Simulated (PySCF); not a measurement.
## Ionisation energy of Zr²⁺ by level of theory

Zr²⁺ [Kr] 4d2 (3F) → Zr³⁺ [Kr] 4d1 (2D), as a difference of total energies. All numbers are calculated (PySCF 2.14, scalar relativity by spin-free X2C-1e, in x2c-QZVPPall (13s8p7d3f2g, 111 functions)). Correlated levels: valence: [Kr] frozen; valence and next inner shell: [Ar] 3d10 frozen. The calculations carry no spin-orbit coupling.

```csv
method,ionisation energy (eV),plus first-order spin-orbit estimate,difference from reference of that sum (eV)
UHF,22.377,22.391,-0.779
LDA,23.460,23.474,+0.304
PBE,23.446,23.460,+0.290
PBE0,23.383,23.396,+0.226
r2SCAN,23.399,23.412,+0.242
BLYP,23.309,23.323,+0.153
M06-2X,23.010,23.024,-0.146
TPSS,23.388,23.402,+0.232
MP2 (valence),22.483,22.497,-0.673
SCS-MP2 (valence),22.413,22.426,-0.744
MP2 (valence and next inner shell),22.927,22.941,-0.229
SCS-MP2 (valence and next inner shell),22.835,22.848,-0.322
```

Reference: 23.170 eV (semi-empirical (NIST evaluation); NIST Atomic Spectra Database, ionization energies).

A first-order spin-orbit estimate (lowest level to lowest level, LS coupling) adds 0.013 eV.

Errors of the correlated levels include the incompleteness of this basis and the frozen core.
